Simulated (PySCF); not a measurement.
Two species compared at the same levels of theory.

First species: C6H13N.
Atom-mapped SMILES: `[CH3:1][CH2:2][CH2:3]/[C:4]([CH3:5])=[N:6]\[CH3:7]` (hydrogens: H8, H9, H10 on C1; H11, H12 on C2; H13, H14 on C3; H15, H16, H17 on C5; H18, H19, H20 on C7)

Cartesian coordinates in Å at the GFN2-xTB level; atoms count from 1:
```xyz
20
C6H13N angstrom
C      2.5066   -0.8999    0.3497
C      1.1495   -0.2931    0.6840
C      0.3822    0.1019   -0.5833
C     -0.9453    0.7344   -0.2327
C     -0.9176    2.2186   -0.0342
N     -2.0488    0.1456   -0.0817
C     -2.2098   -1.2713   -0.2549
H      3.1186   -0.1852   -0.1969
H      2.3897   -1.7900   -0.2649
H      3.0336   -1.1778    1.2596
H      1.2933    0.5907    1.3097
H      0.5588   -1.0097    1.2588
H      0.9825    0.8108   -1.1572
H      0.2233   -0.7891   -1.1953
H     -0.1578    2.4876    0.6973
H     -1.8891    2.5646    0.3042
H     -0.6684    2.7114   -0.9730
H     -1.9072   -1.6016   -1.2536
H     -1.6319   -1.8397    0.4783
H     -3.2673   -1.4974   -0.1169
```

Second species: C5H7F2NO.
SMILES: `N#CCCO[C@@H](F)CF`

Levels: PBE0/pcSseg-1 for dipole moment, HOMO energy, LUMO energy and HOMO–LUMO gap; GFN2-xTB for rotational constant A and rotational constant C. Geometries: GFN2-xTB. Each structure is a single optimised conformer of the isolated species, non-relativistic unless stated. Electronic properties by PySCF.

The conformers computed, where there is a choice (atom-mapped SMILES and torsion angles):
- `[CH3:1][CH2:2][CH2:3]/[C:4]([CH3:5])=[N:6]\[CH3:7]`: C1–C2–C3–C4 -179°, C2–C3–C4–C5 89°
- `[N:1]#[C:2][CH2:3][CH2:4][O:5][C@@H:6]([F:7])[CH2:8][F:9]`: C2–C3–C4–O5 179°, C3–C4–O5–C6 -179°, C4–O5–C6–F7 65°, O5–C6–C8–F9 144°

(1) Which has the higher rotational constant A?

(2) Which of the two has the higher HOMO–LUMO gap, and by how much?

(3) Which of the two has the higher HOMO energy, and by how much?

(4) Which has the higher rotational constant C?

(5) Which has the higher LUMO energy?

(6) Which has the higher dipole moment?

Answers

(1) The second: 5.413 GHz against 3.556 GHz, a difference of 1.857 GHz.

(2) The second: 9.62 eV against 6.85 eV, a difference of 2.77 eV.

(3) The first: -6.53 eV against -9.12 eV, a difference of 2.59 eV.

(4) The first: 1.236 GHz against 0.527 GHz, a difference of 0.709 GHz.

(5) The second: 0.50 eV against 0.32 eV, a difference of 0.18 eV.

(6) The second: 2.77 D against 2.06 D, a difference of 0.71 D.

On the first: The dipole matches unit charges of opposite sign 0.43 Å apart (1 e·Å = 4.8032 D).

On the second: In atomic units the dipole is 1.09 e·bohr (1 au = 2.5417 D).
